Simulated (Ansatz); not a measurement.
Input for Ansatz (a quantum-chemistry and plane-wave program): R-CCSD(T)/aug-cc-pVTZ on H2OSe (SMILES O[SeH]), atoms moved off the minimum. The run froze 15 orbitals, filled d shells among them.

Ansatz 0.2 input:
```yaml
crystal:
  periodic: [false, false, false]
  atoms:
    - {symbol: Se, position_ang: [-0.25214499, 0.15502747, 0.42713278]}
    - {symbol: H, position_ang: [-1.22874436, -0.33441466, -0.59324379]}
    - {symbol: O, position_ang: [1.05660961, 0.17289109, -0.84479389]}
    - {symbol: H, position_ang: [1.02431519, 1.03653304, -1.40244061]}
basis:
  gaussian:
    orbitals: aug-cc-pVTZ
magnetization: {spin_polarized: false}
correlation: {method: ccsd_t, electrons: outside_noble_gas}
scf: {lower_state_search: off}
output: {forces: true}
```

Program output:

```
WARN ansatz: RAYON_NUM_THREADS=1 ignored (pool sized by the plan → 1); use --threads N
Functional definition: HF
these checks for a lower state are left out or cut short: starts, cluster_reference, orbital_swaps, neighbouring_geometries, increment
integrals: 0.36 GiB planned
903 factors; integrals over basis functions are off by at most 6.7e-4 eV
mean field: 0.39 GiB planned
mean field evaluation 1: about -67371.0275 eV, gradient 3.0e1 eV
mean field evaluation 2: about -67371.0782 eV, gradient 3.0e1 eV
mean field evaluation 4: about -67372.8395 eV, gradient 2.5e0 eV
mean field evaluation 8: about -67372.8650 eV, gradient 1.5e-1 eV
mean field -67372.86525801 eV, -2475.9071312637 hartree, gradient 2.6e-6 eV, S^2 0.000000; 0 other end points of the search recorded, 0 dependent functions left out
15 core orbitals not correlated
reference -67372.86525801 eV, -2475.9071312637 hartree; 7, 7 occupied and 129, 129 virtual orbitals, 903 factors
too little memory for Intel AMX tiles; the run may be slower
densities: 1.37 GiB planned
second order -11.43336278 eV of doubles, -0.00000000 eV of singles
coupled cluster: 0.81 GiB planned
cycle   1  -11.51218760 eV  change   -7.9e-2 eV  update   8.4e-2
cycle   2  -11.82993880 eV  change   -3.2e-1 eV  update   2.7e-2
cycle   3  -11.91386773 eV  change   -8.4e-2 eV  update   1.4e-2
cycle   4  -11.90490032 eV  change    9.0e-3 eV  update   3.5e-3
cycle   5  -11.90509088 eV  change   -1.9e-4 eV  update   1.8e-3
cycle   6  -11.90574099 eV  change   -6.5e-4 eV  update   7.3e-4
cycle   7  -11.90539275 eV  change    3.5e-4 eV  update   4.0e-4
cycle   8  -11.90539481 eV  change   -2.1e-6 eV  update   1.8e-4
cycle   9  -11.90547823 eV  change   -8.3e-5 eV  update   8.7e-5
cycle  10  -11.90544285 eV  change    3.5e-5 eV  update   4.0e-5
cycle  11  -11.90544693 eV  change   -4.1e-6 eV  update   1.7e-5
cycle  12  -11.90545753 eV  change   -1.1e-5 eV  update   5.9e-6
cycle  13  -11.90545930 eV  change   -1.8e-6 eV  update   2.2e-6
perturbative correction -0.49937511 eV, -0.0183516967 hartree
the calculation of the forces begins
mean field evaluation 16: about -67372.8653 eV, gradient 2.6e-6 eV
Total energy: -67385.27009242 eV, -2476.3630005199 hartree
Atom 0 at    -0.252145     0.155027     0.427133 Å, force    -0.148378    -0.007024    -0.985146 eV/Å
Atom 1 at    -1.228744    -0.334415    -0.593244 Å, force    -0.083254     0.071481     0.594871 eV/Å
Atom 2 at     1.056610     0.172891    -0.844794 Å, force     0.384881     2.000909    -1.282841 eV/Å
Atom 3 at     1.024315     1.036533    -1.402441 Å, force    -0.153249    -2.065366     1.673116 eV/Å
Dipole moment:    -0.205292     0.215726    -0.107719 e Å
Checks for a lower state left out: starts, cluster_reference, orbital_swaps, neighbouring_geometries, increment
```

The run converged.

Cost: around 80 core-seconds (rough).
